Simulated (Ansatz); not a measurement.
Geometry optimisation, Ansatz, RKS revPBE-D4/def2-SVP.

Input:

```yaml
crystal:
  periodic: [false, false, false]
  atoms:
    - { symbol: C, position_ang: [-0.8787, 0.6854, -0.8095] }
    - { symbol: "N", position_ang: [-0.467, -0.6352, -0.5928] }
    - { symbol: Sn, position_ang: [0.7916, -0.6231, 1.0108] }
    - { symbol: H, position_ang: [-1.5319, 0.7569, -1.7033] }
    - { symbol: H, position_ang: [-1.4906, 1.0853, 0.0457] }
    - { symbol: H, position_ang: [-0.0691, 1.4245, -1.0218] }
    - { symbol: H, position_ang: [0.1257, -0.9197, -1.4207] }
    - { symbol: H, position_ang: [1.4724, -2.2267, 1.2852] }
    - { symbol: H, position_ang: [-0.0309, -0.0587, 2.4898] }
    - { symbol: H, position_ang: [2.1617, 0.4601, 0.7195] }
basis:
  gaussian: { orbitals: def2-SVP }
hamiltonian:
  xc: revpbe
  dispersion: d4
relax:
  f_tol: 0.015
  max_steps: 40
output:
  orbitals: {}
```

Run as:

```bash
$ ansatz run input.yaml --threads 1 --pin off --max-ram 2048MiB --backend cpu --events-out ev --progress --plain --runs-dir out
```

Where does it end, and by what steps?

The run converged. After 6 steps the energy has fallen by 0.288 eV; H6 moved furthest, 0.30 Å.

```csv
step,energy less start (eV),largest force component (eV/Å),accepted
0,0.0000,2.358,yes
1,-0.2067,0.812,yes
2,-0.2679,0.430,yes
3,-0.2809,0.142,yes
4,-0.2865,0.084,yes
5,-0.2875,0.032,yes
6,-0.2876,0.005,yes
```

```xyz
10
Properties=species:S:1:pos:R:3
C -0.920 0.762 -0.896
N -0.364 -0.538 -0.524
Sn 0.924 -0.632 1.105
H -1.697 0.638 -1.684
H -1.432 1.218 -0.021
H -0.189 1.522 -1.276
H 0.056 -1.000 -1.341
H 1.455 -2.275 1.181
H -0.040 -0.194 2.472
H 2.290 0.448 0.987
```

Time of the run: 12 s on 1 thread of Intel(R) Xeon(R) 6975P-C (Granite Rapids), with other jobs on the host, peak memory 0.14 GiB.
